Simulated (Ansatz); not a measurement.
Cost and result up the ladder for closo-2-NB4 (H on N) (B4NH5) (10 atoms). The state is a singlet with charge 0. Geometry: r2SCAN-D4/def2-SVP.

```xyz
10

B    -0.685    0.102   -0.867
B     0.181   -1.257   -0.195
B    -0.153    1.272    0.100
B     1.044    0.089   -0.365
N    -0.219   -0.117    0.752
H    -0.502   -0.268    1.724
H    -1.668   -0.200   -1.476
H    -0.008   -2.426   -0.057
H    -0.161    2.336    0.637
H     2.171    0.469   -0.254
```

Ansatz on 2 threads of Arm Neoverse V2 on a shared host. Times are rough, and most runs start from the orbitals of an earlier one. PBE0-D4/def2-TZVP serves as the yardstick here, not as an exact answer. Differences are given only for rows in sets of like size (and for xTB, whose basis is part of the method), since another set adds its own error. Binding counts from free atoms at the same level (B doublet, N quartet, H doublet; other spins of the atoms weren't run), without zero-point energy or a counterpoise term.

LC-ωPBE has ω = 0.4 bohr⁻¹. B3LYP takes the VWN-RPA correlation. Correlated methods freeze 5 core orbitals. Another isomer (singlet) lies 2.15 eV lower at PBE0-D4/def2-TZVP; other spin states weren't run for this one.

Correlated methods converge slowly with the basis.

```tsv
level	functions	wall time
HF/STO-3G	30	0.15 s
HF/def2-TZVP	185	1.2 s
PBE-D4/def2-SVP	95	1.2 s
PBE0-D4/def2-SVP	95	1.2 s
LC-ωPBE/def2-TZVP	185	2.8 s
PBE0-D4/def2-TZVP	185	2.9 s
PBE-D4/def2-TZVP (with forces)	185	2.9 s
B3LYP-D4/def2-TZVP	185	3.1 s
r2SCAN-D4/def2-TZVP	185	4.6 s
CCSD(T)/def2-TZVP	185	47 s
```

Question: Estimate what each level gives for the binding energy per atom (eV).

Answer: 
```json
{"level": "HF/STO-3G", "binding energy per atom (eV)": "3.80", "difference from PBE0-D4/def2-TZVP (eV)": "–"}
{"level": "HF/def2-TZVP", "binding energy per atom (eV)": "2.74", "difference from PBE0-D4/def2-TZVP (eV)": "-1.14"}
{"level": "PBE-D4/def2-SVP", "binding energy per atom (eV)": "4.01", "difference from PBE0-D4/def2-TZVP (eV)": "–"}
{"level": "PBE0-D4/def2-SVP", "binding energy per atom (eV)": "3.95", "difference from PBE0-D4/def2-TZVP (eV)": "–"}
{"level": "LC-ωPBE/def2-TZVP", "binding energy per atom (eV)": "3.86", "difference from PBE0-D4/def2-TZVP (eV)": "-0.03"}
{"level": "PBE0-D4/def2-TZVP", "binding energy per atom (eV)": "3.89", "difference from PBE0-D4/def2-TZVP (eV)": "0.00"}
{"level": "PBE-D4/def2-TZVP (with forces)", "binding energy per atom (eV)": "3.96", "difference from PBE0-D4/def2-TZVP (eV)": "0.08"}
{"level": "B3LYP-D4/def2-TZVP", "binding energy per atom (eV)": "3.81", "difference from PBE0-D4/def2-TZVP (eV)": "-0.08"}
{"level": "r2SCAN-D4/def2-TZVP", "binding energy per atom (eV)": "3.89", "difference from PBE0-D4/def2-TZVP (eV)": "0.00"}
{"level": "CCSD(T)/def2-TZVP", "binding energy per atom (eV)": "3.64", "difference from PBE0-D4/def2-TZVP (eV)": "-0.25"}
```
